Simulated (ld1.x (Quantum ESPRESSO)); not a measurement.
## iron: PAW pseudisation with LDA (PZ), scalar-relativistic reference atom.

iron (Fe), PAW, made with ld1.x (Quantum ESPRESSO) 7.5 (LDA (PZ), scalar-relativistic). Core [Ar], reference 3d6 4s1.75 4p0 (charge +0.25). Waves: 4s (bound): rcut 2.15, rcutus 2.90 bohr; 4s channel at -0.1 Ry: rcut 2.15, rcutus 2.90 bohr; 4p (bound, empty): rcut 3.20, rcutus 3.40 bohr; 4p channel at 0.25 Ry: rcut 3.20, rcutus 3.40 bohr; 3d (bound): rcut 0.80, rcutus 0.88 bohr; 3d channel at 3.35 Ry: rcut 0.80, rcutus 0.88 bohr. Local part: all-electron potential smoothed inside 2.00 bohr (lloc = -1). Core correction: a·sin(br)/r model core, default radius (core density twice the valence density). Augmentation charge: PSQ, inside the norm-conserving radii.

- Cutoffs needed: 140 Ry and 230 Ry (the cutoffs (Ry, on a coarse ladder) from which the occupation-weighted sum of valence levels, in a spherical-Bessel basis at the reference potential, stays within 10 and 1 mRy of its value at 400 Ry)
- Ghost test: no extra level below or beside the all-electron valence levels (s, p, d, f tested) (spherical-Bessel basis up to 400 Ry, 20 bohr box)
- Largest excitation error: -60 meV (all-electron minus pseudo) for 3d5 4s2 4p0, out of 7 test configurations
- Lowest eigenvalue of the overlap operator: 0.33 (s channel)
- Density cutoff estimated by the generator: 655 Ry
